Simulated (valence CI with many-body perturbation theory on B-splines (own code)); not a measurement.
Values are calculated unless marked as measured or tabulated.
**Sensitivity of CI+MBPT for Tm62+**

Level of theory: configuration interaction combined with many-body perturbation theory (CI+MBPT): five valence electrons over a frozen Dirac-Fock core [He], radial functions for each j: 6 s, 6 p, 5 d, 3 f, 1 g, with the one-electron correlation potential Σ1 (screened to all orders), the two-electron term Σ2, the three-electron term Σ3, Breit, model QED; selected single and double excitations, second order for the rest, scaled by the run's own slope (own B-spline code, finite nucleus).

No measured spectrum was set against this ion. As an estimate, large intervals hold to a few tenths of a per cent, small ones and those within an open d or f shell to about a per cent. Among the levels kept, up to 1800 cm⁻¹ of a level comes from second order outside the variational space, and about a tenth of that is noise between levels of different J, which matters for small intervals.

The reference run has the lowest level (2s^2 2p1/2^2 2p3/2) J=3/2 and an ionisation energy of 14300.4 eV. Its largest variational space holds 10000 state functions.

Levels are named by their leading jj configuration (3d3/2^4 stands for four electrons in 3d with j = 3/2), which in mixed levels can hold well under half, so a name can repeat and another be missing. Letters in brackets count levels of one name in rising energy.

Changed runs:
A. highest l in the core sums 6 → 3
B. correlating orbitals by l 3 3 3 2 1 → 2 1 1 0 1; orbitals per symmetry with explicit Σ2 and valence Breit (the others get mean screening factors) 5 → 7
C. scale of Σ1 1 → 0
D. correlating orbitals by l 3 3 3 2 1 → 2 2 1 1 0; natural orbitals for correlation on → off (bad on purpose)

Excitation energies of the reference run in cm⁻¹, and shifts in cm⁻¹:

```
                       Level  Reference        A      B      C       D
  (2s^2 2p1/2 2p3/2^2) J=3/2    8079640      +28   -687  -1456   -2804
  (2s^2 2p1/2 2p3/2^2) J=5/2    8263650      +28   +244  -1458   -1053
  (2s^2 2p1/2 2p3/2^2) J=1/2    8640690      +28   +272  -1467    -734
  (2s 2p1/2^2 2p3/2^2) J=5/2   10585700      -58  -1433  +1110     -59
  (2s 2p1/2^2 2p3/2^2) J=1/2   11362800      -58   -516  +1095   +4431
  (2s 2p1/2^2 2p3/2^2) J=3/2   11373800      -58   +192  +1105   +5495
        (2s^2 2p3/2^3) J=3/2   16737300      +54   -359  -2898   -2972
(2s 2p1/2 2p3/2^3) J=3/2 [a]   18869400      -31  -1727   -347   -2201
    (2s 2p1/2 2p3/2^3) J=5/2   19188800      -31   -740   -345    +775
    (2s 2p1/2 2p3/2^3) J=1/2   19651300      -31   -261   -350   +2777
(2s 2p1/2 2p3/2^3) J=3/2 [b]   19724500      -31   +284   -347   +4257
     (2p1/2^2 2p3/2^3) J=3/2   22490000     -116  -1943  +2175  +11290
      Ionisation energy (eV)    14300.4  +0.0079  -0.32  -0.31    -1.3
```
